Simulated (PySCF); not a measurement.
C₆H₁₅N (charge +1 and doublet state).
SMILES with atom numbers: `[CH3:1][CH2:2][N+:3]([CH2:4][CH3:5])[CH2:6][CH3:7]` (hydrogens: H8, H9, H10 on C1; H11, H12 on C2; H13, H14 on C4; H15, H16, H17 on C5; H18, H19 on C6; H20, H21, H22 on C7)

Geometry (GFN2-xTB, Å), atoms numbered from 1 in this order:
```
atom  x, y, z in Å
C1    -1.9955   -1.6486   -0.1901
C2    -0.9550   -1.0617    0.7858
N3    -0.1431   -0.0854    0.1440
C4    -0.5089    1.2813    0.2703
C5     0.1126    2.2513   -0.7168
C6     1.0216   -0.5037   -0.5471
C7     2.2784   -0.3652    0.3409
H8    -2.6420   -0.8636   -0.5732
H9    -1.5088   -2.1466   -1.0237
H10   -2.6026   -2.3745    0.3421
H11   -0.3257   -1.8810    1.1443
H12   -1.4838   -0.6105    1.6285
H13   -1.6050    1.3438    0.2156
H14   -0.2584    1.6134    1.2942
H15   -0.2865    3.2437   -0.5254
H16    1.1935    2.3086   -0.6242
H17   -0.1414    1.9836   -1.7410
H18    1.1668    0.1025   -1.4439
H19    0.9142   -1.5534   -0.8278
H20    3.1418   -0.7021   -0.2241
H21    2.1803   -0.9794    1.2316
H22    2.4371    0.6666    0.6384
```

The hyperfine couplings belong to this conformer and change with its torsions.

Computed, not measured: UKS B3LYP, pcH-1 on C H N, non-relativistic, mean-field spin-orbit, GIAO in PySCF. Isolated species at its GFN2-xTB geometry (one conformer only). Couplings are sensitive to structure, and on GFN2-xTB geometries they can be far from those on DFT ones, by a factor of two or more for some ions and for spin on atoms past the first row.

**Question.** What are Nα, Nβ and the exact ⟨S²⟩?

**Answer.** 57 electrons with 2S = 1: 29 α and 28 β; S(S+1) = 0.75.

Mulliken spin populations, one withheld:

| atom | bound to | population |
| --- | --- | --- |
| C1 | C2, H8, H9, H10 | +0.0689 |
| C2 | C1, N3, H11, H12 | -0.0333 |
| N3 | C2, C4, C6 | ? |
| C4 | N3, C5, H13, H14 | -0.0460 |
| C5 | C4, H15, H16, H17 | +0.0060 |
| C6 | N3, C7, H18, H19 | -0.0351 |
| C7 | C6, H20, H21, H22 | +0.0795 |
| H8 | C1 | -0.0021 |
| H9 | C1 | -0.0026 |
| H10 | C1 | +0.0076 |
| H11 | C2 | +0.0215 |
| H12 | C2 | +0.0125 |
| H13 | C4 | +0.0387 |
| H14 | C4 | +0.0781 |
| H15 | C5 | -0.0011 |
| H16 | C5 | +0.0004 |
| H17 | C5 | +0.0039 |
| H18 | C6 | +0.0234 |
| H19 | C6 | +0.0122 |
| H20 | C7 | +0.0080 |
| H21 | C7 | -0.0021 |
| H22 | C7 | -0.0028 |

**Question.** Complete the table.

**Answer.** The populations add up to Nα − Nβ = 1, and the others sum to 0.2356, so N3 holds +0.764.

**Question.** Sum the populations by element and by sign.

**Answer.** Nitrogen +0.76, hydrogen +0.20, carbon +0.04. The positive populations sum to 1.13, the negative ones to -0.13.

**Question.** The run gives ⟨S²⟩ = 0.7543. What does that say of the overlap of α and β orbitals, and of the weight of higher spin?

**Answer.** For a single determinant ⟨S²⟩ = S(S+1) + Nβ − Σ|⟨iα|jβ⟩|², so the squared overlaps of occupied orbitals sum to 28 − 0.0043 = 27.9957. If the quartet state (S + 1) were the only admixture, its weight would be 0.0043/(2S + 2) = 0.14 %. For Kohn–Sham this describes the determinant of the orbitals, not the true wave function.

**Question.** What Fermi-contact NMR shifts do the couplings of C1/C5/C7, C2/C4/C6, N3, H8 (×9) imply at 200 K (Curie law, g = gₑ)?

**Answer.** δ = a_FC·h·gₑ μB S(S+1)/(3 g_N μN kT), with k/h = 20836.6 MHz/K:

```
  nuclei  isotope  a_FC (MHz)     g_N  contact shift (ppm)
C1/C5/C7      13C       32.93  1.4048                +5170
C2/C4/C6      13C      -28.55  1.4048                -4483
      N3      14N       39.93  0.4038               +21813
 H8 (×9)       1H        1.39  5.5857                  +55
```

All at the stated temperature. Entries for several nuclei are means.

Nuclei that the bonding pattern makes equivalent are averaged, as if the motion that swaps them (rotation, inversion, ring flip) were fast. The nine 1H nuclei of mean +1.4 MHz run from -6.1 to 15.6 MHz in the frozen geometry. The 13C value of +32.9 MHz is a mean of couplings from 2.3 to 51.8 MHz in this one geometry, not an average over conformers.

The spin density at the nucleus, in bohr⁻³, is negative for C2/C4/C6 (-0.0254), for instance. A restricted open-shell determinant has no negative spin density anywhere; here it arises because α and β orbitals differ (spin polarisation).
